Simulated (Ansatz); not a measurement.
System: AlBr, charge 0, multiplicity 1. 
Structure (B3LYP-D3(BJ)/def2-TZVP (Ansatz, an electronic-structure program) minimum search):
```xyz
2

Al     0.0000     0.0000    -1.7036
Br     0.0000     0.0000     0.6328
```

Basis-set convergence of Hartree-Fock and MP2 correlation energies (hartree) with Ansatz. Valence correlation only, unless marked. No spin-orbit coupling. The frozen core is the preceding noble-gas configuration, with the filled d and f shells of earlier blocks. Non-relativistic.

```csv
basis,functions,E(HF),"E(corr, MP2)"
def2-SVP,50,-2814.00126,-0.16149
def2-TZVPP,90,-2814.40185,-0.21202
def2-QZVPP,159,-2814.45723,-0.23437
```

Extrapolating the two largest sets (X = 3 and 4) as X^-3: E(corr) = (64·(-0.23437) - 27·(-0.21202))/37 = -0.2507 Eh, an estimate of the basis-set limit. The largest set recovers 93.5 % of it, the smallest 64.4 %.
